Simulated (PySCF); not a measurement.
## C$_{5}$H$_{3}$FO: full NMR table

- Formula: C5H3FO
- SMILES: C=C(F)C#CC=O
- Point group of the computed structure: Cs
- Degrees of unsaturation: 4
- Carbon signals: 5
- Proton signals: 3

Atoms are numbered as in `[CH2:1]=[C:2]([F:3])[C:4]#[C:5][CH:6]=[O:7]`. Hydrogens are named by the atom that carries them. Ha(C1) is cis to F3; Hb(C1) is trans to F3.

PySCF calculation with spin–spin couplings from B3LYP/pcJ-1 (spin–dipole term only in couplings to heteroatoms), structure optimised with GFN2-xTB and GIAO PBE0/pcSseg-1 shieldings; in vacuum, non-relativistic, a single conformation.

δ = σ(ref) − σ, references computed at the same level: TMS for ¹H and ¹³C; ¹⁹F against CFCl3; ¹⁷O vs H2O.

| carbon | δC, type | δH (multiplicity, J in Hz) | HMBC from (abs. J ≥ 3 Hz) | span of the C tensor (ppm) |
| --- | --- | --- | --- | --- |
| C1 | 121.1, CH2 | Ha(C1) 5.92 (dd, 6.8, 4.5); Hb(C1) 5.80 (dd, 34.2, 4.5) | – | 207 |
| C2 | 156.6, C | – | Ha(C1), Hb(C1) | 151 |
| C4 | 92.1, C | – | H(C6), Ha(C1), Hb(C1) | 194 |
| C5 | 97.0, C | – | H(C6) | 214 |
| C6 | 179.6, CH | 9.64 (d, 5.1) | – | 190 |

Other nuclei:
```
atoms  nucleus       environment  δ (ppm)  σ (ppm)
   F3      ¹⁹F  vinylic fluorine    -97.7    268.6
   O7      ¹⁷O   aldehyde oxygen    753.8   -417.7
```

Selected couplings (Hz, signed; the shortest-range and largest first, 30 at most; isotopes ¹³C, ¹⁹F, ¹H): ¹J(C2,F3) -320.4, ¹J(C4,C5) 194.0, ¹J(C6,H(C6)) 190.5, ¹J(C1,Hb(C1)) 176.2, ¹J(C1,Ha(C1)) 170.4, ¹J(C2,C4) 119.6, ¹J(C1,C2) 96.9, ¹J(C5,C6) 96.8, ²J(F3,C4) 37.1, ²J(C1,F3) 25.2, ²J(C2,C5) 14.4, ²J(C4,C6) 13.6, ²J(C1,C4) 10.1, ²J(Ha(C1),Hb(C1)) -4.5, ³J(F3,Hb(C1)) 34.2, ³J(F3,Ha(C1)) 6.8, ³J(C1,C5) 3.6, ³J(C2,C6) 2.2, ³J(F3,C5) 1.1, ⁴J(F3,C6) -1.3, ⁴J(C1,C6) -1.1.

1. Carbon types of the structure: 3 × C, 1 × CH, 1 × CH2, which accounts for all hydrogens.
2. δC 179.6: aldehyde carbonyl carbon; the double bond to the heteroatom, with no lone-pair donor beside it, deshields it most.
3. δC 156.6: fully substituted alkene carbon; the olefinic region.
4. δC 121.1: terminal =CH2 carbon; the olefinic region.
5. δC 97.0, 92.1: alkyne carbon; sp carbons lie upfield of alkene carbons because the cylindrical π system leaves one tensor component strongly shielded.
6. δH 9.64: hydrogen on an aldehyde carbonyl carbon; deshielded by the polar, anisotropic C=O bond.
7. The protons at 5.92 and 5.80 share a coupling of 4.5 Hz (geminal).

C–F couplings over four or more bonds (about 3 Hz to the para carbon of a fluoroarene) are left out. Common functionals overestimate the size of one-bond C–F couplings by tens of Hz; these are unscaled. Splittings below 1 Hz are ignored in the labels, and close J values are merged. Shifts are as computed. Against solution values, carbons near 30 ppm lie about +3 ppm off and those near 130 ppm about +5 ppm. Of 1211 compounds with measured shifts, 218 miss one by over three times the rms of a fit or turn the order of signals round; such compounds aren't used in these exercises. Unscaled 19F shifts against computed CFCl3 carry errors that often reach 10 to 50 ppm. Unscaled 17O shifts of doubly bonded oxygen tend to come out too high, by tens of ppm or more. Experimental scales use liquid or dissolved standards, which lie at an offset from isolated H2O (liquid H2O: subtract about 36 ppm).
